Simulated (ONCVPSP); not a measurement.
aluminium: ONCV pseudisation with LDA (Perdew-Wang 92), scalar-relativistic reference atom.

Input for ONCVPSP 4.0.1:

```
# ATOM AND REFERENCE CONFIGURATION
# atsym  z   nc   nv     iexc    psfile
  Al 13.00    1    4  -001012      upf
#
#   n    l    f
    1    0    2.00
    2    0    2.00
    2    1    6.00
    3    0    2.00
    3    1    1.00
#
# PSEUDOPOTENTIAL AND OPTIMIZATION
# lmax
    2
#
#   l,   rc,      ep,       ncon, nbas, qcut
    0    1.15    0.00    4    8   13.90
    1    1.00    0.00    4    9   15.90
    2    0.90    0.06    4    8   11.30
#
# LOCAL POTENTIAL
# lloc, lpopt,  rc(5),   dvloc0
    4    5    0.60    2.00
#
# VANDERBILT-KLEINMAN-BYLANDER PROJECTORs
# l, nproj, debl
    0    2    1.70
    1    2    2.00
    2    3    3.90
#
# MODEL CORE CHARGE
# icmod, fcfact, rcfact
    0    0.00    0.00
#
# LOG DERIVATIVE ANALYSIS
# epsh1, epsh2, depsh
   -5.00    5.00    0.04
#
# OUTPUT GRID
# rlmax, drl
    6.00    0.01
#
# TEST CONFIGURATIONS
# ncnf
    4
# nvcnf
#   n    l    f
    4
    2    0    2.00
    2    1    6.00
    3    0    2.00
    3    1    0.00
#
    4
    2    0    2.00
    2    1    6.00
    3    0    1.00
    3    1    0.00
#
    4
    2    0    2.00
    2    1    6.00
    3    0    0.00
    3    1    0.00
#
    4
    2    0    2.00
    2    1    6.00
    3    0    2.00
    3    1    0.50
#
```

Command:

```bash
oncvpsp.x < Al.dat > Al.out
```

The program printed (shortened: citation, most of the input echo, consistency checks and plot data are left out):

```
ONCVPSP  (Optimized Norm-Conservinng Vanderbilt PSeudopotential)
scalar-relativistic version 4.0.1

#   n    l    f        energy (Ha)
    1    0    2.00    -5.5281940E+01
    2    0    2.00    -3.9508576E+00
    2    1    6.00    -2.5622893E+00
    3    0    2.00    -2.8775247E-01
    3    1    1.00    -1.0230788E-01

Reference configufation results
  iterations    24
  all-electron total energy (Ha)   -2.41766020D+02

Begin loop to  construct optimized pseudo wave functions
and semi-local pseudopoentials for all angular momenta

Calculating optimized projector #   1

 for l=   0

    Fraction of norm inside rc  0.950883
    Optimizing pswf for qcut=  13.89 a_B^-1,  ecut=  96.51 Ha
    Residual kinetic energy error=  4.12D-09 Ha

    Energy error per electron        Cutoff
         Ha          eV             Ha
         0.01000     0.27211       19.18
         0.00100     0.02721       25.15
         0.00010     0.00272       45.21
         0.00001     0.00027       60.87

Calculating optimized projector #   2

 for l=   0

    Fraction of norm inside rc  0.046522
    Optimizing pswf for qcut=  13.89 a_B^-1,  ecut=  96.51 Ha
    Residual kinetic energy error=  1.23D-09 Ha

    Energy error per electron        Cutoff
         Ha          eV             Ha
         0.01000     0.27211       13.23
         0.00100     0.02721       19.47
         0.00010     0.00272       42.17
         0.00001     0.00027       60.17

Calculating optimized projector #   1

 for l=   1

    Fraction of norm inside rc  0.891791
    Optimizing pswf for qcut=  15.90 a_B^-1,  ecut= 126.42 Ha
    Residual kinetic energy error=  1.36D-07 Ha

    Energy error per electron        Cutoff
         Ha          eV             Ha
         0.01000     0.27211       72.09
         0.00100     0.02721       87.71
         0.00010     0.00272      100.49
         0.00001     0.00027      110.73

Calculating optimized projector #   2

 for l=   1

    Fraction of norm inside rc  0.019181
    Optimizing pswf for qcut=  15.90 a_B^-1,  ecut= 126.42 Ha
    Residual kinetic energy error=  3.30D-08 Ha

    Energy error per electron        Cutoff
         Ha          eV             Ha
         0.01000     0.27211       48.56
         0.00100     0.02721       70.14
         0.00010     0.00272       87.71
         0.00001     0.00027      101.86

   Wellstate for l =  2  n =  3
     eigenvalue =   0.0600
     asymptotic potential =   0.5600
     half-point radius = 18.9513

   Wellstate for l =  2  n =  5
     eigenvalue =   3.9600
     asymptotic potential =   4.4600
     half-point radius =  2.8874

   Wellstate for l =  2  n =  6
     eigenvalue =   7.8600
     asymptotic potential =   8.3600
     half-point radius =  2.5590

Calculating optimized projector #   1

 for l=   2

    Fraction of norm inside rc  0.000505
    Optimizing pswf for qcut=  11.29 a_B^-1,  ecut=  63.78 Ha
    Residual kinetic energy error=  2.63D-07 Ha

    Energy error per electron        Cutoff
         Ha          eV             Ha
         0.01000     0.27211        1.28
         0.00100     0.02721        6.17
         0.00010     0.00272       19.55
         0.00001     0.00027       38.28

Calculating optimized projector #   2

 for l=   2

    Fraction of norm inside rc  0.065211
    Optimizing pswf for qcut=  11.29 a_B^-1,  ecut=  63.78 Ha
    Residual kinetic energy error=  1.51D-04 Ha

    Energy error per electron        Cutoff
         Ha          eV             Ha
         0.01000     0.27211       31.72
         0.00100     0.02721       50.82
         0.00010     0.00272       66.63
         0.00001     0.00027      119.41

Calculating optimized projector #   3

 for l=   2

    Fraction of norm inside rc  0.060758
    Optimizing pswf for qcut=  11.29 a_B^-1,  ecut=  63.78 Ha
    Residual kinetic energy error=  6.91D-04 Ha

    Energy error per electron        Cutoff
         Ha          eV             Ha
         0.01000     0.27211       42.04
         0.00100     0.02721       60.74
         0.00010     0.00272       77.49
         0.00001     0.00027      174.85

Construct Vanderbilt / Kleinmman-Bylander projectors

B matrix Hermiticity error, ll=   0
   1   2    2.9282E-04

  Orthonormal projector coefficients  1.0696E+01  1.6444E+00

B matrix Hermiticity error, ll=   1
   1   2    1.3441E-04

  Orthonormal projector coefficients -1.0182E+01 -2.8510E+00

B matrix Hermiticity error, ll=   2
   1   2   -6.9609E-06
   1   3    1.7398E-05
   2   3    1.3349E-04

  Orthonormal projector coefficients -3.3543E+02 -4.6044E+00 -1.5072E+00

Pseudoatom total energy  -80.116734

Diagnostic tests using Vanderbilt-Kleinman-Bylander pseudopotentials
  1 or more projectors used as specified by nproj input data

   l    rcore       rmatch      e in        delta e   norm test  slope test

   0   1.1517214   1.1866901  -3.9508576   0.0000072   1.0001556   1.0001410
   0   1.1517214   1.1866901  -0.2877525   0.0000059   1.0000384   1.0000305

   1   1.0036768   1.0341506  -2.5622893  -0.0000139   1.0001362   1.0001544
   1   1.0036768   1.0341506  -0.1023079   0.0000057   1.0000766   1.0000732

   2   0.9012188   0.9285817   0.0600000   0.0001617   1.0001059   1.0001059
   2   0.9012188   0.9285817   3.9600000   0.0002971   1.0001980   1.0001980
   2   0.9012188   0.9285817   7.8600000   0.0002745   1.0003961   1.0003961

 Testing for bound ghosts
   n   l    E NL Schr. Eq   E Basis Diag.   E Cutoff

   1   0       -3.950850       -3.950844    198.86
   2   0       -0.287747       -0.104212    198.86

   2   1       -2.562303       -2.562056    392.78
   3   1       -0.102302        0.409056    392.78

       2                     -112.575656    541.47  WARNING - GHOST(-)

 Testing for highly-localized positive-energy ghosts
       l    <radius>/rc     E Basis Diag.   E Cutoff

Test configuration 0

   n   l     f        eae           eps        diff
   1   0  2.0000  -55.28193956
   2   0  2.0000   -3.95085762   -3.95085041    7.22D-06
   2   1  6.0000   -2.56228932   -2.56230323   -1.39D-05
   3   0  2.0000   -0.28775247   -0.28774654    5.93D-06
   3   1  1.0000   -0.10230788   -0.10230216    5.72D-06

    Total energies and differences
      AE_ref= -2.41766020D+02  AE_tst= -2.41766020D+02  dif=  0.00D+00
      PS_ref= -8.01167340D+01  PS_tst= -8.01167340D+01  dif=  2.84D-14
      PSP excitation error= -2.84D-14

Test configuration 1

   n   l     f        eae           eps        diff
   1   0  2.0000  -55.59509056
   2   0  2.0000   -4.25826699   -4.25819370    7.33D-05
   2   1  6.0000   -2.87010140   -2.86952514    5.76D-04
   3   0  2.0000   -0.54817653   -0.54816372    1.28D-05

    Total energies and differences
      AE_ref= -2.41766020D+02  AE_tst= -2.41551372D+02  dif=  2.15D-01
      PS_ref= -8.01167340D+01  PS_tst= -7.99020951D+01  dif=  2.15D-01
      PSP excitation error=  9.01D-06

Test configuration 2

   n   l     f        eae           eps        diff
   1   0  2.0000  -56.06049498
   2   0  2.0000   -4.70961759   -4.71044914   -8.32D-04
   2   1  6.0000   -3.32137754   -3.32112234    2.55D-04
   3   0  1.0000   -0.87938017   -0.87941873   -3.86D-05

    Total energies and differences
      AE_ref= -2.41766020D+02  AE_tst= -2.40839522D+02  dif=  9.26D-01
      PS_ref= -8.01167340D+01  PS_tst= -7.91902173D+01  dif=  9.27D-01
      PSP excitation error= -1.84D-05

Test configuration 3

psatom: WARNING lschvkbb convergence error n,l,iter=   3   1   4
ea(ii),et,emin,emax -1.103798E-01 -1.214178E-01 -1.214178E-01 -1.214178E-01
run_config: WARNING for fully non-local PS atom, stg. 1
 WARNING no output for configuration 4

Test configuration 4

   n   l     f        eae           eps        diff
   1   0  2.0000  -55.42529014
   2   0  2.0000   -4.09222798   -4.09218265    4.53D-05
   2   1  6.0000   -2.70381688   -2.70359917    2.18D-04
   3   0  2.0000   -0.41075087   -0.41074332    7.55D-06
   3   1  0.5000   -0.21235058   -0.21233502    1.56D-05

    Total energies and differences
      AE_ref= -2.41766020D+02  AE_tst= -2.41688028D+02  dif=  7.80D-02
      PS_ref= -8.01167340D+01  PS_tst= -8.00387436D+01  dif=  7.80D-02
      PSP excitation error=  1.75D-06
```

Note: ghosts flagged at negative energy: d at -3063.3 eV; no localised positive-energy state flagged. A true bound ghost makes a file unfit for plane-wave use.

The run took about 4.4 s on one core of a shared server CPU.
